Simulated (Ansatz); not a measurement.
Basis-set extrapolation for `[SiH3][N]([SiH3])[Al]([Cl])[Cl]` (PBE0-D4/def2-TZVP geometry, frozen core, Ansatz). Multiplicity 1, RHF reference.

|  | def2-TZVPP | def2-QZVPP |
| --- | --- | --- |
| HF | -1797.049317 | -1797.103268 |
| MP2 correlation | -0.905339 | -0.984203 |
| CCSD(T) correlation | -1.020191 | not run |

Energies in hartree. Use E(X) = E(∞) + A·exp(−7.88·√X) for Hartree–Fock and E(X) = E(∞) + B·X^(−2.97) for correlation, with X = 3 and 4, and add CCSD(T) minus MP2 of the smaller set to the MP2 limit.

Task: What is the CCSD(T) energy at the basis-set limit?

Result: HF limit: -1797.103268 + (-0.053951) × 0.13774 = -1797.11070. MP2 limit: -0.984203 + (-0.078864) × 0.74074 = -1.04262. Higher-order term: -1.020191 − (-0.905339) = -0.11485. Total: -1798.26817 hartree, 521.6 kJ/mol below CCSD(T)/def2-TZVPP.
